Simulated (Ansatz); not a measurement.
`[CH2]1[S][GaH]1` and `O[SiH2][Ga]1[CH2][S]1` differ in one atom or group.

Ansatz, PBE0-D4/def2-TZVP geometries, multiplicity 1. Each molecule was computed in one conformer, which needn't be the lowest.

Scalar relativity is left out up to krypton.

```csv
property,`[CH2]1[S][GaH]1`
LUMO energy (B3LYP/def2-TZVPP) / eV,-1.70
zero-point energy (PBE0-D4/def2-TZVP) / kJ/mol,90.0
HOMO energy (ωB97M-V/def2-TZVPP) / eV,-8.80
HOMO energy (PBE/def2-TZVPP) / eV,-5.68
size of the dipole moment (ωB97M-V/def2-TZVPP) / D,2.64
HOMO–LUMO gap (ωB97M-V/def2-TZVPP) / eV,9.05
```

Problem. Give the same properties after the change, and the shifts. (Best estimate.)

Solution. The calculation gave: 
| property | `O[SiH2][Ga]1[CH2][S]1` | shift |
| --- | --- | --- |
| LUMO energy (B3LYP/def2-TZVPP) / eV | -1.92 | -0.22 |
| zero-point energy (PBE0-D4/def2-TZVP) / kJ/mol | 155.5 | 65.5 |
| HOMO energy (ωB97M-V/def2-TZVPP) / eV | -8.56 | 0.24 |
| HOMO energy (PBE/def2-TZVPP) / eV | -5.52 | 0.16 |
| size of the dipole moment (ωB97M-V/def2-TZVPP) / D | 3.45 | 0.81 |
| HOMO–LUMO gap (ωB97M-V/def2-TZVPP) / eV | 8.56 | -0.49 |

With PBE0 the HOMO rises by 0.19 eV and the LUMO falls by 0.27 eV, so the gap narrows by about 0.46 eV. PBE moves the HOMO by 0.16 eV and ωB97M-V by 0.24 eV. The zero-point energy changes by 65.5 kJ/mol with +12 modes. Dipoles are sizes alone; their direction can turn.

B3LYP here is the variant with VWN-RPA as its local correlation; programs differ in this.
